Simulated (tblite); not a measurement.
Start geometry of `C=N/C=N\[SiH2]C(=C)OC` from a force field or distance geometry (Å):
```
atom  x, y, z in Å
C1     4.245   -0.327   -0.182
N2     3.022   -0.776   -0.242
C3     2.265   -0.605    0.950
N4     0.989   -0.517    0.903
Si5   -0.010   -0.626   -0.558
C6    -1.461    0.476   -0.294
C7    -1.264    1.689    0.259
O8    -2.750    0.131   -0.625
C9    -3.589   -0.171    0.500
H10    4.627    0.161    0.711
H11    4.846   -0.447   -1.062
H12    2.793   -0.535    1.888
H13    0.656   -0.147   -1.754
H14   -0.480   -2.019   -0.686
H15   -0.277    2.028    0.551
H16   -2.153    2.324    0.426
H17   -4.582   -0.424    0.072
H18   -3.185   -0.999    1.114
H19   -3.703    0.795    1.053
```

Task: What comes out of this run: GFN2-xTB geometry optimisation, gas phase (tblite)?

Result: 
```
atom  x, y, z in Å
C1     3.309    0.396   -0.789
N2     3.368   -0.553    0.022
C3     2.575   -0.855    1.079
N4     1.363   -1.193    1.049
Si5    0.171   -1.260   -0.184
C6    -1.157   -0.019    0.345
C7    -1.077    0.817    1.373
O8    -2.217   -0.133   -0.511
C9    -3.343    0.680   -0.287
H10    2.642    1.252   -0.675
H11    3.975    0.392   -1.641
H12    3.132   -0.936    2.016
H13    0.565   -0.923   -1.563
H14   -0.343   -2.627   -0.124
H15   -0.192    0.811    1.982
H16   -1.851    1.509    1.660
H17   -4.061    0.424   -1.065
H18   -3.784    0.485    0.696
H19   -3.088    1.743   -0.361
```

The energy falls by 21.8 kcal/mol over 263 L-BFGS steps, the largest force on an atom goes from 3.02 to 0.005 eV/Å, and the atoms move by 1.297 Å rms after alignment. The bond that changes most is N2–C3 (imine nitrogen to C=N carbon), which shortens by 0.067 Å. Bonds longer at the end by more than 0.005 Å: 4 of 18; shorter: 13. Among the angles that change most is C1–N2–C3, from 114.8° to 130.3°. Among the dihedrals that turn most is C1–N2–C3–H12, from -25° to -123°. Rotational constants go from 4251, 556.0, 545.9 to 3153, 630.5, 628.3 MHz. The orientation of the end geometry is arbitrary; only internal coordinates are fixed.

Its GFN2-xTB frequencies are all real (lowest 20 cm⁻¹). The numbers are those of one conformer.

These are computed values.
